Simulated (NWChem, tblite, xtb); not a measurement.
## How methods differ on CH3Cl3Si (methyltrichlorosilane)

CH3Cl3Si has 8 atoms, charge 0, and is taken as a singlet. As SMILES, `C[Si](Cl)(Cl)Cl`. Geometry: relaxed at PBE0-D4/def2-TZVP.

Each level gives the mean polarisability (bohr³). The values are calculated.

```json
{"level": "GFN1-xTB", "kind": "semi-empirical", "program": "tblite", "value (bohr³)": "90.3", "CPU time": "under 2 s"}
{"level": "GFN2-xTB", "kind": "semi-empirical", "program": "xtb", "value (bohr³)": "83.2", "CPU time": "under 2 s"}
{"level": "GFN0-xTB", "kind": "semi-empirical", "program": "xtb", "value (bohr³)": "85.1", "CPU time": "under 2 s"}
{"level": "BP86/STO-3G", "kind": "GGA", "program": "NWChem", "value (bohr³)": "28.8", "CPU time": "20 s"}
{"level": "BP86/3-21G", "kind": "GGA", "program": "NWChem", "value (bohr³)": "53.5", "CPU time": "37 s"}
{"level": "BP86/6-31G", "kind": "GGA", "program": "NWChem", "value (bohr³)": "56.5", "CPU time": "61 s"}
{"level": "BP86/6-31G* (spherical functions)", "kind": "GGA", "program": "NWChem", "value (bohr³)": "59.3", "CPU time": "98 s"}
{"level": "BP86/6-31G** (spherical functions)", "kind": "GGA", "program": "NWChem", "value (bohr³)": "59.5", "CPU time": "1.9 min"}
```

The values span 28.8 to 90.3 bohr³. CPU times are rough (shared hosts, several kinds of processor): they show what a rung costs within a factor of a few.
